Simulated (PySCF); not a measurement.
LDA on Au⁻ (gold, charge -1), [Xe] 4f14 5d10 6s2, closed-shell 1S. All numbers are calculated (PySCF 2.14, scalar relativity through the core potential, in aug-cc-pwCVTZ-PP with ECP60MDF (8s8p7d4f3g, 122 functions)).

```
cycle= 1 E= -135.574830081281  delta_E= -0.0135  |g|= 0.213  |ddm|= 0.449
cycle= 2 E= -135.531292620131  delta_E= 0.0435  |g|= 0.41  |ddm|= 0.366
cycle= 3 E= -135.589420221149  delta_E= -0.0581  |g|= 0.00599  |ddm|= 0.285
cycle= 4 E= -135.589433392844  delta_E= -1.32e-05  |g|= 0.00429  |ddm|= 0.016
cycle= 5 E= -135.589443871775  delta_E= -1.05e-05  |g|= 0.000113  |ddm|= 0.00594
cycle= 6 E= -135.589443877214  delta_E= -5.44e-09  |g|= 1.6e-06  |ddm|= 8.55e-05
cycle= 7 E= -135.589443877216  delta_E= -1.88e-12  |g|= 3.91e-09  |ddm|= 2.99e-06
converged SCF energy = -135.589443877216  <S^2> = -3.5527137e-15  2S+1 = 1
```

Highest occupied orbital energy: 0.279 eV; ⟨L²⟩ = 0.00; populations by l: s 4.00, p 6.00, d 10.00, f 0.00.

Task: Can this result be used?

Result: With care. The calculation finished and met its thresholds. Energies and moments cover only the electrons outside the core potential. Spin-orbit coupling, which splits the p, d and f shells strongly at this Z, is absent. At LDA the highest occupied level has a positive energy, so only the finite basis holds that electron; in a semilocal or global hybrid functional this comes from self-interaction and does not mean that the real anion is unbound.
